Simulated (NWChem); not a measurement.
Molecule: BH₃; SMILES B

All runs: NWChem. Pople sets run with spherical d functions. Geometry: optimised at PBE0/def2-SVP.

Order these by “orbital gap (eV)”, lowest first: B3LYP/6-311++G**; B3LYP/3-21G; B3LYP/STO-3G.

B3LYP/6-311++G** (7.44), B3LYP/3-21G (7.63), B3LYP/STO-3G (9.26)
